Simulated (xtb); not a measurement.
C3H7Si, SMILES C1C[SiH]C1 (connectivity only; charge and spin as stated), charge +1, multiplicity 1. All values are semi-empirical tight-binding results from xtb (GFN2-xTB unless named), good for trends rather than for accurate numbers. Geometry optimised at GFN2-xTB. The spin state was assumed, not searched. The isomer is the one that the SMILES or the coordinates give; other isomers of the formula were not compared.

Optimised geometry:

Bonded distances (Å): C1–C2 1.560, C1–C4 1.560, C1–H5 1.086, C1–H6 1.086, C2–Si3 1.899, C2–H7 1.090, C2–H8 1.090, Si3–C4 1.899, Si3–H9 1.454, C4–H10 1.090, C4–H11 1.090. Bond angles (°): C2–C1–C4 100.8, C2–C1–H5 111.9, C2–C1–H6 112.0, C4–C1–H5 111.9, C4–C1–H6 112.0, H5–C1–H6 108.2, C1–C2–Si3 90.4, C1–C2–H7 113.6, C1–C2–H8 113.8, Si3–C2–H7 116.2, Si3–C2–H8 116.4, H7–C2–H8 106.3, C2–Si3–C4 78.5, C2–Si3–H9 140.7, C4–Si3–H9 140.7, C1–C4–Si3 90.4, C1–C4–H10 113.8, C1–C4–H11 113.6, Si3–C4–H10 116.4, Si3–C4–H11 116.2, H10–C4–H11 106.3.
Charge +1, spin multiplicity 1.

```
Quantity                                            Value
-----------------------------------------  --------------
point group as xtb finds it                           C2v
orbital gap                                       3.13 eV
zero-point energy                           55.4 kcal/mol
G − E(el) at 298.15 K (modified RRHO)       38.4 kcal/mol
static polarisability (D4 model)               62.7 bohr³
solvation energy, GFN2-xTB/ALPB(water)     -50.8 kcal/mol
solvation energy, GFN2-xTB/ALPB(methanol)  -50.2 kcal/mol
```

Question: Give the atomic charges and the Wiberg bond orders between heavy atoms. (An estimate is asked for; the answer gives what the named calculation found.)

Answer: charges (e) C1 -0.08, C2 -0.15, Si3 0.61, C4 -0.15, H5 0.10, H6 0.10, H7 0.12, H8 0.12, H9 0.09, H10 0.12, H11 0.12. Bond orders C1–C2 0.98, C2–Si3 1.02, C1–C4 0.98, Si3–C4 1.02.
